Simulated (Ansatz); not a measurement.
`[CH3][GeH]([CH3])[Cl]` + `CC[SeH]` → `[CH3][GeH]([Cl])[SeH]` + `CCC` at 298.15 K and 1 bar (formal exchange of groups at a Ge–C bond).

Isolated molecules relaxed with PBE0-D4/def2-TZVP in Ansatz; ΔE leaves out vibrations. CCSD(T)/CBS is the MP2 limit (def2-TZVPP, def2-QZVPP) plus CCSD(T) − MP2 in def2-TZVPP, frozen cores. For Ge, Se outer-core shells are correlated without core-valence functions, which leaves a few kJ/mol of doubt a bond. Scalar relativity is left out up to krypton. Each species was taken in one conformer, which may not be the lowest.

| species | CCSD(T)/CBS energy (Eh) | H − E (kJ/mol) | S (J/(mol·K)) |
| --- | --- | --- | --- |
| `[CH3][GeH]([CH3])[Cl]` | -2616.27253 | 238.4 | 352.8 |
| `CC[SeH]` | -2480.41858 | 208.1 | 298.7 |
| `[CH3][GeH]([Cl])[SeH]` | -4977.73636 | 165.1 | 372.3 |
| `CCC` | -118.98051 | 285.9 | 268.4 |

H − E and S are ideal-gas, rigid-rotor, harmonic terms from PBE0-D4/def2-TZVP, for one conformer and one mirror image of each species. 1 Eh = 2625.50 kJ/mol, R = 8.31446 J/(mol·K).

Problem. By hand: ΔE, ΔH, ΔS and ΔG.

Solution. ΔE = (-4977.73636) + (-118.98051) − (-2616.27253) − (-2480.41858) = -0.02576 Eh = -67.6 kJ/mol. Δ(H − E) = 165.1 + 285.9 − 238.4 − 208.1 = 4.5, so ΔH = -63.1 kJ/mol. ΔS = 372.3 + 268.4 − 352.8 − 298.7 = -10.8 J/(mol·K). ΔG = -63.1 − 298.15 × (-10.8)/1000 = -59.9 kJ/mol.

Problem. By hand: the equilibrium constant, and the temperature at which ΔG would vanish if ΔH and ΔS stayed fixed.

Solution. log₁₀ K = −ΔG/(RT ln 10) = 10.5. ΔG = 0 at ΔH/ΔS = 5843 K, far beyond where these terms or the molecules hold.

The number of gas molecules stays the same, so ΔS is small and ΔH decides. A doubt of 5 kJ/mol in ΔE shifts log₁₀ K by 0.9 here. Other conformers and mirror images would add mixing entropy, several J/(mol·K) or more a flexible species. These are equilibria of isolated gas molecules and say nothing of rates. Largest T1 diagnostic: 0.009 (customary marks: 0.02 for closed shells, 0.045 for open ones).
